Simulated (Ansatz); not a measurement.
B₂Br₂F₄, SMILES `F[B-]1(F)[Br+][B-](F)(F)[Br+]1` at its PBE0-D4/def2-TZVP geometry, where that method's forces vanish. The species carries charge 0 and has multiplicity 1.

```
atom   x (Å)   y (Å)   z (Å)
  F1  -0.228   0.802  -2.254
  B2   0.028   1.065  -0.984
  F3   0.311   2.302  -0.611
 Br4   1.542  -0.277  -0.256
  B5  -0.028  -1.065   0.984
  F6   0.229  -0.799   2.254
  F7  -0.310  -2.303   0.614
 Br8  -1.543   0.274   0.253
```

(1) For each bond, give half the difference of the two atoms' forces along it (eV/Å; positive pushes the atoms apart) under PBE-D4, r2SCAN-D4, B3LYP-D4, ωB97M-V in def2-TZVPP. (Estimate.)

Results:

(1) Computed: 
```
  bond  length (Å)  PBE-D4  r2SCAN-D4  B3LYP-D4  ωB97M-V
 F1–B2       1.322    0.44       0.06      0.08     0.12
 B2–F3       1.322    0.44       0.06      0.08     0.12
B2–Br4       2.150    0.01       0.11      0.17     0.00
B2–Br8       2.151    0.01       0.11      0.17     0.00
Br4–B5       2.151    0.01       0.11      0.17     0.00
 B5–F6       1.322    0.44       0.06      0.08     0.12
 B5–F7       1.322    0.44       0.06      0.08     0.12
B5–Br8       2.150    0.01       0.11      0.17     0.00
```

B3LYP here is the variant with VWN-RPA as its local correlation; programs differ in this.
